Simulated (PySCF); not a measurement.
Simulated absorption spectrum

Compound: FH6PSi2.
InChI=1S/FH6PSi2/c1-4(2)3/h4H,2H2,3H3/t4-/m1/s1

Computed, not measured: TDDFT PBE0/def2-SVPD, vertical, gas phase, core orbitals frozen in the response (PySCF 2.14.0, density-fitted response routines). Geometry: GFN2-xTB, one conformer, isolated molecule. Torsions of this conformer, `[F:1][Si@@H:2]([SiH3:3])[PH2:4]`: H–P4–Si2–F1 -179°, H–P4–Si2–F1 -86°.

Computed states:

```json
{"state": "S1", "E (eV)": "5.44", "f": "0.047"}
{"state": "S2", "E (eV)": "6.24", "f": "0.163"}
{"state": "S3", "E (eV)": "6.55", "f": "0.110"}
{"state": "S4", "E (eV)": "6.70", "f": "0.062"}
{"state": "S5", "E (eV)": "6.71", "f": "0.032"}
{"state": "S6", "E (eV)": "7.04", "f": "0.0027"}
```

Broadening: Gaussians 0.4 eV wide at half height, area fixed by f = 4.319×10⁻⁹ ∫ε dν̃. The width is an assumption, not a result. The curve ends short of the highest state used, and states not computed would add to its high-energy end.

Q: Give the broadened spectrum and its maxima.

A: 
E (eV), ε (L mol⁻¹ cm⁻¹) and a bar:
```
     4.84          7 
     4.89         18 
     4.95         52 
     5.00        116 
     5.06        271 #
     5.11        498 #
     5.17        924 ##
     5.22       1405 ###
     5.28       2072 #####
     5.34       2698 ######
     5.39       3056 #######
     5.45       3165 #######
     5.50       2964 #######
     5.56       2445 #####
     5.61       1899 ####
     5.67       1274 ###
     5.72        885 ##
     5.78        673 #
     5.83        777 ##
     5.89       1336 ###
     5.94       2250 #####
     6.00       3946 #########
     6.06       6211 ##############
     6.11       8305 ##################
     6.17      10645 #######################
     6.22      12133 ###########################
     6.28      13170 #############################
     6.33      13496 ##############################
     6.39      13564 ##############################
     6.44      13598 ##############################
```

Maxima: 228 nm (5.44 eV), ε about 3200, made up of S1 (100%) (ε in L mol⁻¹ cm⁻¹; maxima over ε = 5, shares over 10%). At its high-energy end, 6.44 eV, the curve is still rising (ε about 14000, from S2 and S3).

Q: Coming from long wavelengths, where does ε first pass 100 L mol⁻¹ cm⁻¹?

A: At about 248 nm (4.99 eV), 0.45 eV below S1.

Q: What would ε be at 5.44 eV, the highest of these maxima, with half the width (0.2 eV)?

A: About 6350 L mol⁻¹ cm⁻¹ against 3170, a factor of about 2.00; a lone state at its own centre would give exactly 2.

Q: On this curve, what absorbance would a 10⁻⁵ mol/L sample give at 248 nm over a 1 cm path?

A: 248 nm is 4.999 eV, where ε is about 120 L mol⁻¹ cm⁻¹, so A = ε c l ≈ 0.0012 (Beer–Lambert, with the gas-phase spectrum and the assumed width).
